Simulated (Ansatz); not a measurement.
Consider the ligand exchange at the Sn–S bond: `[SH][SnH2][SeH]` + CH₃OH → `C[O][SnH2][SeH]` + H₂S.

Computed with Ansatz on PBE0-D4/def2-TZVP structures; ΔE is electronic, products minus reactants. CBS: MP2 limit from def2 TZ/QZ plus the TZ coupled-cluster correction, frozen cores. This one scheme is used for every species. DFT in def2-TZVPP. B3LYP here is the variant with VWN-RPA as its local correlation; programs differ in this. HSE06 is defined as in plane-wave codes. Elements past krypton have def2 core potentials. For Se, Sn outer-core shells are correlated without core-valence functions, which leaves a few kJ/mol of doubt a bond. Scalar relativity is left out up to krypton. One conformer a species, not always the lowest.

```tsv
level	ΔE (kcal/mol)	difference from CCSD(T)/CBS
LDA (SPW92)	10.0	0.9
PBE-D4	10.2	1.1
revPBE-D4	9.7	0.6
BLYP-D4	8.1	-1.0
r2SCAN-D4	9.5	0.4
B97M-V	8.4	-0.7
PBE0-D4	11.5	2.4
B3LYP-D4	9.3	0.2
r2SCAN0-D4	10.9	1.8
HSE06-D4	11.6	2.5
BHLYP-D4	10.2	1.1
ωB97X-V	8.8	-0.3
ωB97M-V	9.6	0.5
B2PLYP	9.1	0.0
PBE-QIDH	11.0	1.9
PBE	10.6	1.5
revPBE	10.9	1.8
BLYP	8.8	-0.3
r2SCAN	9.6	0.5
PBE0	11.8	2.7
B3LYP	9.8	0.7
r2SCANh	10.2	1.1
r2SCAN0	11.0	1.9
BHLYP	10.3	1.2
CAM-B3LYP	8.7	-0.4
LC-ωPBE	9.8	0.7
RPA@PBE/def2-TZVPP	7.5	-1.6
HF/def2-SVP	11.7	2.6
MP2/def2-SVP	8.1	-1.0
CCSD/def2-SVP	8.4	-0.7
CCSD(T)/def2-SVP	8.1	-1.0
MP2/def2-TZVPP	9.4	0.3
CCSD/def2-TZVPP	9.0	-0.1
CCSD(T)/def2-TZVPP	8.7	-0.4
HF/def2-QZVPP	10.3	1.2
MP2/def2-QZVPP	9.5	0.4
SCS-MP2/def2-QZVPP	8.8	-0.3
HF/CBS(def2)	10.3	1.2
MP2/CBS(def2)	9.8	0.7
CCSD/CBS(def2)	9.4	0.3
CCSD(T)/CBS	9.1	0
```

Largest T1 diagnostic among the species: 0.012.

At CCSD(T), def2-SVP lies −1.0 kcal/mol from the extrapolated value and def2-TZVPP −0.4 kcal/mol. From BLYP to BHLYP (50 % exact exchange), in def2-TZVPP and without D4, ΔE moves by +1.5 kcal/mol.
